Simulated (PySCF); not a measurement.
Isomers of C3H7FOSi, mass 106.025 u with the commonest isotopes. Level of theory: wB97X-D/def2-SVPD in PySCF (dipole) on a GFN2-xTB geometry, gas phase. One conformer each, none proved a minimum here; rigid rotors.

Problem. Order these by radius of gyration √(Σ m r²/M), largest first.
A. `[CH3:1][CH2:2][Si@@H:3]([F:4])[CH:5]=[O:6]` with C1–C2–Si3–F4 -62°, C2–Si3–C5–O6 70°
B. `F[Si@H]1OC[C@H]1C`
C. `[F:1][SiH2:2][O:3][CH:4]1[CH2:5][CH2:6]1` with F1–Si2–O3–C4 65°, Si2–O3–C4–C5 156°

Solution. C (1.919 Å), A (1.830 Å), B (1.631 Å).

Problem. Order these by rotational constant C, largest first.
A. `[CH3:1][CH2:2][Si@@H:3]([F:4])[CH:5]=[O:6]` with C1–C2–Si3–F4 -62°, C2–Si3–C5–O6 70°
B. `O1C[C@@H](C)[Si@H]1F`
C. `[F:1][SiH2:2][O:3][CH:4]1[CH2:5][CH2:6]1` with F1–Si2–O3–C4 65°, Si2–O3–C4–C5 156°

Solution. B (1967 MHz), A (1585 MHz), C (1390 MHz).

Problem. Order these by out-of-plane moment Σ m c² = (Ia + Ib − Ic)/2, largest first.
A. `[CH3:1][CH2:2][Si@@H:3]([F:4])[CH:5]=[O:6]` with C1–C2–Si3–F4 -62°, C2–Si3–C5–O6 70°
B. `[F:1][SiH2:2][O:3][CH:4]1[CH2:5][CH2:6]1` with F1–Si2–O3–C4 65°, Si2–O3–C4–C5 156°
C. `C[C@@H]1CO[Si@@H]1F`

Solution. A (36.21 u·Å²), B (26.80 u·Å²), C (25.14 u·Å²).

| SMILES | point group | Ia (u·Å²) | Ib (u·Å²) | Ic (u·Å²) | κ | μa (D) | μb (D) | μc (D) |
| --- | --- | --- | --- | --- | --- | --- | --- | --- |
| CC[Si@@H](F)C=O | C1 | 161.68 | 229.60 | 318.86 | -0.20 | 1.88 | 0.20 | 0.36 |
| C[C@@H]1CO[Si@@H]1F | C1 | 125.20 | 182.00 | 256.91 | -0.22 | 1.97 | 0.42 | 1.59 |
| F[SiH2]OC1CC1 | C1 | 60.68 | 356.50 | 363.57 | -0.99 | 1.56 | 0.78 | 0.72 |
